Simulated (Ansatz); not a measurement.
`NB(F)[SiH3]` + `BC(C)=C=C` → `BB(N)[SiH3]` + `C=C=C(C)F`  (formal exchange of groups at a B–F bond)

Calculated with Ansatz (gas phase, PBE0-D4/def2-TZVP geometries, no zero-point term in ΔE). CCSD(T)/CBS is the MP2 limit (def2-TZVPP, def2-QZVPP) plus CCSD(T) − MP2 in def2-TZVPP, frozen cores. Functionals use def2-TZVPP. B3LYP here is the variant with VWN-RPA as its local correlation; programs differ in this. One conformer a species, not always the lowest.

| level | ΔE (kcal/mol) | difference from CCSD(T)/CBS |
| --- | --- | --- |
| PBE-D4 | 58.3 | -5.2 |
| r2SCAN-D4 | 61.6 | -1.9 |
| PBE0-D4 | 60.6 | -2.9 |
| B3LYP-D4 | 61.9 | -1.6 |
| ωB97X-V | 61.4 | -2.1 |
| ωB97M-V | 62.8 | -0.7 |
| B2PLYP | 63.9 | 0.4 |
| PBE | 58.2 | -5.3 |
| r2SCAN | 61.6 | -1.9 |
| PBE0 | 60.5 | -3.0 |
| B3LYP | 61.8 | -1.7 |
| HF/def2-TZVPP | 66.9 | 3.4 |
| MP2/def2-TZVPP | 67.1 | 3.6 |
| SCS-MP2/def2-TZVPP | 65.7 | 2.2 |
| CCSD/def2-TZVPP | 63.4 | -0.1 |
| CCSD(T)/def2-TZVPP | 63.2 | -0.3 |
| HF/def2-QZVPP | 67.0 | 3.5 |
| MP2/def2-QZVPP | 67.3 | 3.8 |
| SCS-MP2/def2-QZVPP | 66.0 | 2.5 |
| HF/CBS(def2) | 67.0 | 3.5 |
| MP2/CBS(def2) | 67.4 | 3.9 |
| CCSD/CBS(def2) | 63.7 | 0.2 |
| CCSD(T)/CBS | 63.5 | 0 |

Largest T1 diagnostic among the species: 0.014.

From PBE to PBE0 (25 % exact exchange), in def2-TZVPP and without D4, ΔE moves by +2.3 kcal/mol.
